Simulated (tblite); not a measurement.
Parent: `[CH2:1]=[CH:2][CH2:3][N:4]([SiH3:5])[C:6]1=[CH:7][CH2:8]1` with C1–C2–C3–N4 114°, C2–C3–N4–Si5 86°, C3–N4–C6–C7 -7°, C6H11NSi.

The geometries are computed with GFN2-xTB (gas phase). One conformer each, not checked by frequencies here.

```json
{"coordinate of the parent": "C1=C2", "value": "1.319 Å"}
{"coordinate of the parent": "C2–C3", "value": "1.498 Å"}
{"coordinate of the parent": "C3–N4", "value": "1.457 Å"}
{"coordinate of the parent": "N4–Si5", "value": "1.737 Å"}
{"coordinate of the parent": "N4–C6", "value": "1.349 Å"}
{"coordinate of the parent": "C6=C7", "value": "1.304 Å"}
{"coordinate of the parent": "C7–C8", "value": "1.508 Å"}
{"coordinate of the parent": "C6–C8", "value": "1.490 Å"}
{"coordinate of the parent": "C1–C2–C3", "value": "124.2°"}
{"coordinate of the parent": "C2–C3–N4", "value": "111.0°"}
{"coordinate of the parent": "C3–N4–Si5", "value": "121.7°"}
{"coordinate of the parent": "C3–N4–C6", "value": "114.7°"}
{"coordinate of the parent": "Si5–N4–C6", "value": "122.0°"}
{"coordinate of the parent": "N4–C6–C7", "value": "152.3°"}
{"coordinate of the parent": "N4–C6–C8", "value": "142.8°"}
{"coordinate of the parent": "C7–C6–C8", "value": "64.9°"}
{"coordinate of the parent": "C6–C7–C8", "value": "63.5°"}
{"coordinate of the parent": "C6–C8–C7", "value": "51.6°"}
```

How does the shared frame change in `[CH2:1]=[CH:2][CH2:3][N:4]([SiH3:5])[CH2:6][C:7]1=[CH:8][CH2:9]1` with C1–C2–C3–N4 -92°, C2–C3–N4–Si5 84°, C3–N4–C6–C7 77°, N4–C6–C7–C8 -139°, C7H13NSi? Atoms pair as C1 = C1, C2 = C2, C3 = C3, N4 = N4, Si5 = Si5 (parent first).

```tsv
parent	relative	value in the relative	change
C1=C2	C1=C2	1.320 Å	+0.001
C2–C3	C2–C3	1.502 Å	+0.004
C3–N4	C3–N4	1.450 Å	-0.007
N4–Si5	N4–Si5	1.723 Å	-0.014
C1–C2–C3	C1–C2–C3	123.2°	-1.0
C2–C3–N4	C2–C3–N4	113.1°	+2.1
C3–N4–Si5	C3–N4–Si5	120.4°	-1.3
```

Of the parent's bonds, N4–Si5 changes most (-0.014 Å). Bonds of the relative outside the shared frame: N4–C6 1.446, C6–C7 1.473, C7=C8 1.300, C8–C9 1.502, C7–C9 1.503 Å. Point group C1 → C1.

How does the shared frame change in `[CH2:1]=[CH:2][CH2:3][N:4]([SiH3:5])[C:6]1=[CH:7][C@H:8]1[NH2:9]` with C1–C2–C3–N4 -118°, C2–C3–N4–Si5 -87°, C3–N4–C6–C7 8°, C7–C8–N9–H -85° and 34°, C6H12N2Si? Atoms pair as C1 = C1, C2 = C2, C3 = C3, N4 = N4, Si5 = Si5, C6 = C6, C7 = C7, C8 = C8 (parent first).

```tsv
parent	relative	value in the relative	change
C1=C2	C1=C2	1.319 Å	0.000
C2–C3	C2–C3	1.498 Å	0.000
C3–N4	C3–N4	1.456 Å	-0.001
N4–Si5	N4–Si5	1.740 Å	+0.003
N4–C6	N4–C6	1.348 Å	-0.001
C6=C7	C6=C7	1.313 Å	+0.009
C7–C8	C7–C8	1.507 Å	-0.001
C6–C8	C6–C8	1.481 Å	-0.009
C1–C2–C3	C1–C2–C3	124.3°	+0.1
C2–C3–N4	C2–C3–N4	111.3°	+0.3
C3–N4–Si5	C3–N4–Si5	122.8°	+1.1
C3–N4–C6	C3–N4–C6	115.0°	+0.3
Si5–N4–C6	Si5–N4–C6	120.9°	-1.1
N4–C6–C7	N4–C6–C7	151.4°	-0.9
N4–C6–C8	N4–C6–C8	143.5°	+0.7
C7–C6–C8	C7–C6–C8	65.0°	+0.1
C6–C7–C8	C6–C7–C8	62.9°	-0.6
C6–C8–C7	C6–C8–C7	52.1°	+0.5
```

Of the parent's bonds, C6–C7 and C6–C8 change most and about equally (-0.009 to +0.009 Å). Bonds of the relative outside the shared frame: C8–N9 1.448 Å. Point group C1 → C1.

How does the shared frame change in `[CH2:1]=[CH:2][CH2:3][N:4]([SiH3:5])[C:6]1=[CH:7][C@H:8]1[C:9]#[N:10]` with C1–C2–C3–N4 -2°, C2–C3–N4–Si5 -91°, C3–N4–C6–C7 7°, C7H10N2Si? Atoms pair as C1 = C1, C2 = C2, C3 = C3, N4 = N4, Si5 = Si5, C6 = C6, C7 = C7, C8 = C8 (parent first).

```tsv
parent	relative	value in the relative	change
C1=C2	C1=C2	1.318 Å	-0.001
C2–C3	C2–C3	1.502 Å	+0.004
C3–N4	C3–N4	1.449 Å	-0.008
N4–Si5	N4–Si5	1.746 Å	+0.009
N4–C6	N4–C6	1.340 Å	-0.009
C6=C7	C6=C7	1.303 Å	-0.001
C7–C8	C7–C8	1.520 Å	+0.012
C6–C8	C6–C8	1.507 Å	+0.017
C1–C2–C3	C1–C2–C3	125.8°	+1.6
C2–C3–N4	C2–C3–N4	114.7°	+3.7
C3–N4–Si5	C3–N4–Si5	122.6°	+0.9
C3–N4–C6	C3–N4–C6	115.1°	+0.4
Si5–N4–C6	Si5–N4–C6	121.5°	-0.5
N4–C6–C7	N4–C6–C7	154.4°	+2.1
N4–C6–C8	N4–C6–C8	140.5°	-2.3
C7–C6–C8	C7–C6–C8	65.1°	+0.2
C6–C7–C8	C6–C7–C8	64.0°	+0.5
C6–C8–C7	C6–C8–C7	51.0°	-0.6
```

Of the parent's bonds, C6–C8 changes most (+0.017 Å). Bonds of the relative outside the shared frame: C8–C9 1.421, C9≡N10 1.147 Å. Point group C1 → C1.
